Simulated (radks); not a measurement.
Initial-state core-level shifts of the krypton ion Kr3+ when its valence configuration changes from [Ar] 3d10 4s2 4p3. Method: scalar-relativistic Kohn-Sham, LDA (Slater exchange, Perdew-Wang correlation), spin-polarised, spherical densities, finite nucleus; open shells are filled with parallel spins first; Fermi nuclear charge, rms radius 4.1884 fm; computed with a radial shooting solver on a logarithmic mesh with Libxc functionals. Shifts are changes of the shell-averaged eigenvalues in eV (positive: less bound); the change of the density at the nucleus, which sets a Mossbauer isomer shift, is in e/bohr^3, on a base of 4.992e+04.

valence	2s	2p	3s	3p	density at nucleus
3d9 4s2 4p4	-19.587	-19.458	-14.698	-14.501	+20.901
3d10 4s1 4p4	-1.479	-1.460	-1.497	-1.486	-51.258
3d10 4p5	-3.106	-3.068	-3.109	-3.089	-103.555
3d10 4s1.5 4p3.5	-0.742	-0.732	-0.750	-0.745	-25.568
3d9.5 4s2 4p3.5	-9.692	-9.627	-7.331	-7.229	+10.272
3d8 4s1.5 4p5.5	-40.648	-40.385	-30.198	-29.825	+13.425
3d8 4s2 4p5	-39.987	-39.737	-29.537	-29.169	+43.111
3d9 4s0.5 4p5.5	-21.729	-21.567	-16.847	-16.636	-62.849
3d9 4p6	-22.427	-22.254	-17.553	-17.337	-91.587
